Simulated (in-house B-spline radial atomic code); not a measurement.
A run on Nb- that did not converge. Method: scalar-relativistic (X2C) HSE06, spin-polarised, spherical fractional occupations, exact exchange averaged over the configuration, Fermi nucleus of rms radius 4.324 fm; computed with a B-spline radial code for spherical atoms.

Command:
```bash
python run_scf.py task.json out
```
Settings (nuclear radius in fm, mass in u):
```
Z                41
configuration    [Kr] 4d4 5s2
hamiltonian      x2c
method           hse06
spin_polarised   True
nucleus          fermi
rms_radius       4.324
atomic_mass      92.90637
speed_of_light   137.035999084
exact_exchange   averaged over the configuration
```

First and last ten iterations of the last attempt (damped for 15 steps, keeping 80 % of the old Fock matrix, then DIIS):
```
 iter        energy (Eh)    residual
    1       -3815.925001    4.29e-01
    2       -3816.417851    1.97e-01
    3       -3817.713736    1.33e-01
    4       -3818.393689    8.89e-02
    5       -3818.742023    6.22e-02
    6       -3818.914858    4.04e-02
    7       -3818.997055    2.88e-02
    8       -3819.034235    2.06e-02
    9       -3819.050337    1.42e-02
   10       -3819.057269    9.71e-03
  111       -3819.062647    5.08e-03
  112       -3819.064420    2.08e-03
  113       -3819.063098    4.58e-03
  114       -3819.063339    2.71e-03
  115       -3819.065510    2.21e-03
  116       -3819.063199    4.20e-03
  117       -3819.063169    4.17e-03
  118       -3819.063276    4.11e-03
  119       -3819.045061    7.83e-03
  120       -3819.062696    3.65e-03
 not converged after 120 iterations
```

The smallest residual met was 1.5e-03; the threshold is about 4e-07. No energy from this run should be used. Time taken, with all properties: 25 s on 1 thread of Arm Neoverse N1, on a shared host.
